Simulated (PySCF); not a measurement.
## Correlation energy of V¹⁰⁺ (vanadium, charge +10)

[Ne] 3s2 3p1, 2P determinant. Calculation: PySCF 2.14, in an even-tempered Gaussian basis (19 s from 0.4 bohr⁻², ratio 2.5; 12 p from 0.52 bohr⁻², ratio 2.5; 5 d from 3.3 bohr⁻², ratio 2.7; 4 f from 4.9 bohr⁻², ratio 2.7); scalar relativity by spin-free X2C-1e. Frozen: 1s2; 11 electrons correlated; the 22 highest virtual orbitals of each spin left out.

| level | correlation energy (mhartree) |
| --- | --- |
| CCSD | -427.63 |
| (T) | -2.82 |
| CCSD(T) | -430.45 |

Diagnostics: T1 = 0.0030, D1 = 0.0125, largest double amplitude 0.089.

Is a single reference adequate?

Mostly. T1 lies below 0.03, but a double amplitude of this size points to a near-degeneracy that CCSD handles and MP2 describes poorly.
